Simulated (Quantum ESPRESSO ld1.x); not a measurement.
Species: P. Configuration: [Ne] 3s2 3p3. All-electron calculation, scalar-relativistic Kohn-Sham, rPW86 exchange with PBE correlation, spin-unpolarised, spherical densities, point nucleus. Program: ld1.x of Quantum ESPRESSO 7.5.

Normalised radial functions P(r) = r R(r), r in bohr:

r             2s      2p
0.01025   0.2718  0.0107
0.01314   0.3324  0.0172
0.01684   0.4012  0.0273
0.02158   0.4757  0.0432
0.02765   0.5509  0.0676
0.03544   0.6180  0.1046
0.04541   0.6632  0.1595
0.05819   0.6671  0.2387
0.07457   0.6060  0.3490
0.09556   0.4553  0.4955
0.1225    0.1978  0.6784
0.1569   -0.1639  0.8881
0.2011   -0.5942  1.1014
0.2577   -1.0188  1.2809
0.3302   -1.3344  1.3769
0.4231   -1.4442  1.3453
0.5422   -1.3132  1.1745
0.7004   -0.9851  0.8884
0.8976   -0.6062  0.5761
1.15     -0.2928  0.3065
1.474    -0.1062  0.1287
1.889    -0.0270  0.0401
2.42     -0.0044  0.0085
3.102    -0.0004  0.0011
3.975    0.0000  0.0001
5.093    0.0000  0.0000
6.527    0.0000  0.0000
8.364     0.0000  0.0000

2s: eigenvalue -174.15 eV, 1 radial node at r = 0.141 bohr, <r> = 0.520 bohr, 90 % of the charge inside 0.817 bohr. 2p: eigenvalue -124.57 eV, 0 radial nodes, <r> = 0.486 bohr, 90 % of the charge inside 0.813 bohr.
